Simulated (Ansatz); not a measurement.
`Cl[SiH2]O[SiH](Cl)Cl` → `[SiH3]O[Si](Cl)(Cl)Cl`  (isomerisation)

Calculated with Ansatz (gas phase, PBE0-D4/def2-TZVP geometries, no zero-point term in ΔE). CCSD(T)/CBS adds triple-zeta CCSD(T) − MP2 to the extrapolated MP2 energy (def2 sets, frozen cores). Functionals use def2-TZVPP. Each species was taken in one conformer, which may not be the lowest.

`Cl[SiH2]O[SiH](Cl)Cl`:

Z-matrix (Å, degrees):
```
Si
O 1 1.634
Cl 1 2.044 2 109.6
H 1 1.477 2 110.3 3 118.7
H 1 1.474 2 107.6 3 -117.7
Si 2 1.615 1 146.6 3 -75.7
Cl 6 2.037 2 109.9 1 18.6
Cl 6 2.034 2 109.1 1 -100.8
H 6 1.468 2 110.0 1 139.4
```

`[SiH3]O[Si](Cl)(Cl)Cl`:

Z-matrix (Å, degrees):
```
Si
O 1 1.650
H 1 1.483 2 109.2
H 1 1.483 2 109.2 3 -120.5
H 1 1.480 2 107.3 3 119.8
Si 2 1.598 1 149.1 3 60.3
Cl 6 2.022 2 109.0 1 -180.0
Cl 6 2.029 2 110.2 1 -60.0
Cl 6 2.028 2 110.2 1 60.0
```

**Question.** Is it downhill or uphill in electronic energy at CCSD(T)/CBS, and by how much? (Best estimate.)

**Answer.** Computed: Uphill: ΔE = +13.4 kJ/mol.

**Question.** What do these levels give: ωB97M-V, r2SCAN, PBE0, MP2/def2-TZVPP, SCS-MP2/def2-QZVPP, HF/CBS(def2)? (Best estimate.)

**Answer.** The calculation gave: ωB97M-V 12.1, r2SCAN 12.6, PBE0 13.5, MP2/def2-TZVPP 11.4, SCS-MP2/def2-QZVPP 13.1, HF/CBS(def2) 17.4 kJ/mol.

Largest T1 diagnostic among the species: 0.010.

In def2-TZVPP, CCSD(T) changes the Hartree–Fock value by −4.2 kJ/mol (the triples alone add −0.8 kJ/mol) and MP2 by −5.5 kJ/mol. The D4 term adds −3.3 kJ/mol with B3LYP and −1.6 kJ/mol with PBE0; it sums over pairs of atoms, weighted by their polarisabilities, and B3LYP, whose exchange is more repulsive, gets the larger term.

B3LYP here is the variant with VWN-RPA as its local correlation; programs differ in this.
